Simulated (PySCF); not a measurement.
Correlation energy of Xe⁺ (xenon, charge +1)

Starting occupation: [Kr] 4d10 5s2 5p5, 5p1/2 with m_j = -1/2, +1/2, 5p3/2 with m_j = -1/2, +1/2, +3/2. Computed with PySCF 2.14 in x2c-TZVPall-2c with one added diffuse shell each of s, p, d, f type (9s10p6d3f, 90 functions), with X2C-1e with screened-nucleus spin-orbit coupling, Gaussian nucleus. Frozen: [Ar] 3d10; 25 electrons correlated; the 6 highest virtual spinors left out.

MP2 pair energies summed by pair of shells (mhartree):

| pair | energy | share (%) |
| --- | --- | --- |
| 4d3/2-4d5/2 | -129.01 | 19.4 |
| 4d5/2-4d5/2 | -96.20 | 14.5 |
| 4d3/2-4d3/2 | -42.04 | 6.3 |
| 5p1/2-5p3/2 | -35.96 | 5.4 |
| 4d5/2-5p3/2 | -35.25 | 5.3 |
| 4d5/2-4p3/2 | -27.09 | 4.1 |
| 4d5/2-5p1/2 | -24.95 | 3.8 |
| 4d5/2-5s1/2 | -24.71 | 3.7 |
| 5p3/2-5s1/2 | -23.16 | 3.5 |
| 4d3/2-5p3/2 | -22.53 | 3.4 |
| 5p3/2-5p3/2 | -22.00 | 3.3 |
| 4d3/2-4p3/2 | -18.35 | 2.8 |
| 4d3/2-5p1/2 | -16.83 | 2.5 |
| 4d3/2-5s1/2 | -15.98 | 2.4 |
| 4p3/2-4p3/2 | -13.91 | 2.1 |
| 5p1/2-5s1/2 | -13.41 | 2.0 |
| 4d5/2-4p1/2 | -13.25 | 2.0 |
| 4p1/2-4p3/2 | -12.35 | 1.9 |
| 4d5/2-4s1/2 | -11.05 | 1.7 |
| 5p1/2-5p1/2 | -9.42 | 1.4 |
| 4d3/2-4p1/2 | -8.59 | 1.3 |
| 4d3/2-4s1/2 | -7.33 | 1.1 |
| 4p3/2-4s1/2 | -6.56 | 1.0 |
| 5s1/2-5s1/2 | -6.12 | 0.9 |
| 4p3/2-5s1/2 | -5.59 | 0.8 |
| 4p3/2-5p3/2 | -3.91 | 0.6 |
| 4p1/2-4p1/2 | -3.54 | 0.5 |
| 4p1/2-4s1/2 | -3.25 | 0.5 |
| 4p3/2-5p1/2 | -3.12 | 0.5 |
| 4p1/2-5s1/2 | -2.40 | 0.4 |

Total MP2 correlation energy: -665.16 mhartree.

This basis was not built for core-valence correlation, so the inner-shell part is incomplete.
